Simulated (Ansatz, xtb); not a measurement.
## Relative energy of two conformers of Cl2F2H3NSi2

Structure I is `F[SiH](F)N[SiH](Cl)Cl`, a singlet and structure II is `F[SiH](F)N[SiH](Cl)Cl`, a singlet. Both are isolated molecules in the gas phase, relaxed with B3LYP-D3(BJ)/def2-SVP.

I (Å):

```xyz
10

Cl   -2.3880   -1.5047   -2.6022
Cl   -1.2997   -3.0712    0.1769
F     0.1257   -0.3587    2.2933
F     0.7225    1.5192    0.6185
N    -1.3168   -0.0495   -0.0380
Si    0.2316   -0.0176    0.7195
Si   -2.2698   -1.3931   -0.5415
H     1.2280   -0.9131    0.1219
H    -1.7031    0.8757   -0.2285
H    -3.6520   -1.3488   -0.0279
```

II (Å):

```xyz
10

Cl    1.7125   -1.6807   -0.5564
Cl   -1.4086   -1.8718   -1.7956
F    -2.7106    1.7610    0.1432
F    -1.6071    1.8982   -2.2126
N    -0.2250    0.6538   -0.3413
Si   -1.3053    1.9559   -0.6257
Si    0.1899   -0.6086   -1.4538
H    -0.7828    3.2775   -0.2460
H     0.1114    0.5103    0.6099
H     0.6394   -0.0850   -2.7540
```

Q: Estimate which is lower in electronic energy at CCSD(T)/def2-SVP + ΔMP2/def2-TZVPP, and by roughly how much.

A: Too close to call at this level: CCSD(T)/def2-SVP + ΔMP2/def2-TZVPP gives E(II) − E(I) = +0.27 kcal/mol.

How the difference moves with the method:

| level | geometry | E(II) − E(I) (kcal/mol) | departure from the last row (kcal/mol) | job, with rough time for the two |
| --- | --- | --- | --- | --- |
| B3LYP-D3(BJ)/def2-SVP | B3LYP-D3(BJ)/def2-SVP | +0.09 | −0.18 | optimisation, 6.6 min |
| HF/def2-SVP | B3LYP-D3(BJ)/def2-SVP | +0.05 | −0.23 | part of the CCSD(T) run |
| MP2/def2-SVP | B3LYP-D3(BJ)/def2-SVP | −0.01 | −0.29 | part of the CCSD(T) run |
| CCSD(T)/def2-SVP | B3LYP-D3(BJ)/def2-SVP | −0.01 | −0.29 | single point |
| CCSD(T)/def2-SVP + ΔMP2/def2-TZVPP | B3LYP-D3(BJ)/def2-SVP | +0.27 |  | single point, 2 min |

The largest departure from CCSD(T)/def2-SVP + ΔMP2/def2-TZVPP is that of CCSD(T)/def2-SVP, 0.29 kcal/mol. A small imaginary or near-zero mode remains, so no thermal terms are given. Levels run at GFN2-xTB geometries aren't shown. The last row adds to CCSD(T) the change of the MP2 difference between the two basis sets, here +0.29 kcal/mol.

The correlated steps freeze 23 core orbitals. Codes used: Ansatz 0.2.0, xtb 6.7.1; the last row on 2 threads of AMD EPYC (Zen 3) on a shared host.
